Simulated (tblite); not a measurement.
Compound: C₅H₈BrF₃Si.
Numbering: `[F:1][CH:2]([F:3])[C@@H:4]1[CH2:5][C@H:6]([Br:7])[CH2:8][Si@@H:9]1[F:10]` (hydrogens: H11 on C2; H12 on C4; H13, H14 on C5; H15 on C6; H16, H17 on C8; H18 on Si9)

Computed with GFN2-xTB (tblite), gas phase: L-BFGS steps from a force-field or distance-geometry start until the largest atomic force falls under 0.01 eV/Å.

Step 0: E = -948.8024 eV
```
atom  x, y, z in Å  |  force x, y, z in eV/Å
F1      2.4627   -1.7575    0.5501    0.041   0.147  -0.354
C2      2.1291   -0.6269   -0.1531    0.195  -0.109   1.233
F3      3.1634    0.2365    0.0672   -0.191  -0.164  -0.292
C4      0.8588   -0.0449    0.4160   -0.609  -0.146   0.154
C5     -0.3217   -1.0585    0.4009    0.153   0.146  -0.129
C6     -1.6169   -0.2417    0.5579    0.539   0.289  -0.164
Br7    -3.1646   -1.3743    0.2942   -0.281  -0.230   0.044
C8     -1.6061    0.9065   -0.4643    0.104   0.207   0.164
Si9     0.2183    1.4501   -0.5552   -0.416   0.681   0.717
F10     0.7015    1.3317   -2.0696    0.239   0.099  -0.471
H11     2.0839   -0.8809   -1.2099    0.069  -0.048  -0.210
H12     1.0218    0.2677    1.4609    0.225  -0.297  -0.276
H13    -0.2177   -1.7995    1.2018   -0.030   0.120  -0.117
H14    -0.3283   -1.6100   -0.5596   -0.055   0.302   0.351
H15    -1.6919    0.1592    1.5841    0.027  -0.163  -0.365
H16    -2.2707    1.7229   -0.1480    0.035  -0.397  -0.191
H17    -1.9204    0.5652   -1.4599   -0.102   0.006   0.316
H18     0.4902    2.7608    0.0746    0.058  -0.444  -0.413
```

Step 1: E = -948.8559 eV
```
atom  x, y, z in Å  |  force x, y, z in eV/Å
F1      2.4632   -1.7554    0.5450    0.120  -0.106  -0.072
C2      2.1319   -0.6285   -0.1354   -0.144  -0.090   0.169
F3      3.1606    0.2342    0.0631   -0.035  -0.006  -0.135
C4      0.8501   -0.0470    0.4182   -0.241  -0.015   0.076
C5     -0.3195   -1.0565    0.3991    0.033   0.099   0.034
C6     -1.6093   -0.2375    0.5556    0.293   0.126  -0.177
Br7    -3.1686   -1.3776    0.2949   -0.168  -0.145   0.050
C8     -1.6046    0.9094   -0.4620    0.107   0.068   0.050
Si9     0.2123    1.4598   -0.5449   -0.146   0.266   0.036
F10     0.7050    1.3331   -2.0763    0.060   0.144   0.065
H11     2.0848   -0.8816   -1.2129    0.052   0.063   0.274
H12     1.0250    0.2634    1.4570    0.151  -0.237  -0.101
H13    -0.2181   -1.7978    1.2002   -0.038   0.112  -0.104
H14    -0.3291   -1.6056   -0.5545   -0.038   0.212   0.167
H15    -1.6915    0.1569    1.5789    0.039  -0.113  -0.246
H16    -2.2702    1.7173   -0.1507   -0.094  -0.234  -0.103
H17    -1.9218    0.5653   -1.4554   -0.063   0.009   0.284
H18     0.4910    2.7544    0.0687    0.112  -0.152  -0.267
```

Step 2: E = -948.8751 eV
```
atom  x, y, z in Å  |  force x, y, z in eV/Å
F1      2.4658   -1.7572    0.5425    0.109  -0.150   0.028
C2      2.1295   -0.6307   -0.1283   -0.163  -0.011  -0.088
F3      3.1593    0.2336    0.0594   -0.045   0.015  -0.060
C4      0.8433   -0.0478    0.4202    0.032   0.066  -0.034
C5     -0.3184   -1.0540    0.3994   -0.034   0.072   0.054
C6     -1.6016   -0.2341    0.5514    0.045  -0.005  -0.114
Br7    -3.1729   -1.3813    0.2960   -0.065  -0.068   0.047
C8     -1.6021    0.9115   -0.4605    0.074   0.010   0.000
Si9     0.2081    1.4673   -0.5420   -0.009  -0.041  -0.166
F10     0.7069    1.3364   -2.0764    0.013   0.156   0.188
H11     2.0861   -0.8805   -1.2079    0.011   0.054   0.277
H12     1.0288    0.2576    1.4541    0.110  -0.170   0.042
H13    -0.2190   -1.7951    1.1977   -0.039   0.066  -0.037
H14    -0.3300   -1.6004   -0.5501   -0.019   0.132   0.025
H15    -1.6907    0.1541    1.5728    0.042  -0.063  -0.144
H16    -2.2720    1.7113   -0.1534   -0.165  -0.119  -0.032
H17    -1.9234    0.5655   -1.4486   -0.050  -0.016   0.171
H18     0.4935    2.7500    0.0619    0.153   0.074  -0.156
```

Problem. Estimate the geometry and energy of step 3. (The exact step hangs on the optimiser's Hessian estimate; all steps are aligned on step 2, rigid shifts and turns removed.)

Solution. E = -948.8851 eV, largest force 0.253 eV/Å
```
atom  x, y, z in Å  |  force x, y, z in eV/Å
F1      2.4692   -1.7606    0.5414    0.059  -0.088   0.045
C2      2.1257   -0.6319   -0.1246   -0.057  -0.005  -0.110
F3      3.1574    0.2333    0.0562   -0.061   0.017  -0.012
C4      0.8402   -0.0469    0.4205    0.139   0.074  -0.023
C5     -0.3184   -1.0512    0.4004   -0.035   0.043   0.016
C6     -1.5968   -0.2323    0.5472   -0.119  -0.072  -0.041
Br7    -3.1764   -1.3845    0.2976    0.005  -0.017   0.038
C8     -1.5994    0.9129   -0.4596   -0.009  -0.010  -0.007
Si9     0.2054    1.4706   -0.5428    0.070  -0.129  -0.134
F10     0.7085    1.3411   -2.0736    0.023   0.145   0.130
H11     2.0870   -0.8790   -1.2008   -0.029   0.012   0.153
H12     1.0330    0.2513    1.4533    0.079  -0.112   0.097
H13    -0.2202   -1.7925    1.1958   -0.037   0.028   0.019
H14    -0.3309   -1.5950   -0.5472   -0.004   0.071  -0.066
H15    -1.6894    0.1514    1.5667    0.032  -0.020  -0.052
H16    -2.2762    1.7057   -0.1555   -0.174  -0.055   0.010
H17    -1.9253    0.5652   -1.4419   -0.046  -0.044   0.044
H18     0.4978    2.7490    0.0553    0.163   0.160  -0.108
```

The energy changes by -0.0100 eV. The first-order estimate −F·Δx gives -0.0144 eV and the mean of the old and new forces, exact on a quadratic surface, -0.0100 eV. The step makes an angle of 34° with the force vector and moves no atom by more than 0.008 Å.

What follows is the cost of the whole relaxation. Time: 1.9 s of wall time. Hardware: Intel Xeon at 2.50 GHz, one thread, shared host.
